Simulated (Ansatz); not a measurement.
`[OH][In]([Br])[Br]` + `COCO` → `[Br][InH][Br]` + `OCOCO`  (formal exchange of groups at the In–O bond)

Computed with Ansatz on PBE0-D4/def2-TZVP structures; ΔE is electronic, products minus reactants. CCSD(T)/CBS adds triple-zeta CCSD(T) − MP2 to the extrapolated MP2 energy (def2 sets, frozen cores). This one scheme is used for every species. Functionals use def2-TZVPP. B3LYP here is the variant with VWN-RPA as its local correlation; programs differ in this. Elements past krypton have def2 core potentials. For Br, In outer-core shells are correlated without core-valence functions, which leaves a few kJ/mol of doubt a bond. Scalar relativity is left out up to krypton. Each species was taken in one conformer, which may not be the lowest.

```
             level  ΔE (eV)
            PBE-D4     0.71
          B3LYP-D4     0.73
           ωB97M-V     0.67
             B3LYP     0.74
    MP2/def2-TZVPP     0.83
    MP2/def2-QZVPP     0.88
SCS-MP2/def2-QZVPP     0.87
      HF/CBS(def2)     0.67
```

**Question.** What does CCSD(T)/CBS give? (An estimate is asked.)

**Answer.** The calculation gave: +0.82 eV. The listed levels differ from it by -0.11, -0.09, -0.15, -0.08, 0.01, 0.06, 0.05, -0.15 eV.

Largest T1 diagnostic among the species: 0.012.

In def2-TZVPP, CCSD(T) changes the Hartree–Fock value by +0.09 eV (the triples alone add +0.02 eV) and MP2 by +0.18 eV. From PBE to PBE0 (25 % exact exchange), in def2-TZVPP and without D4, ΔE moves by −0.05 eV.
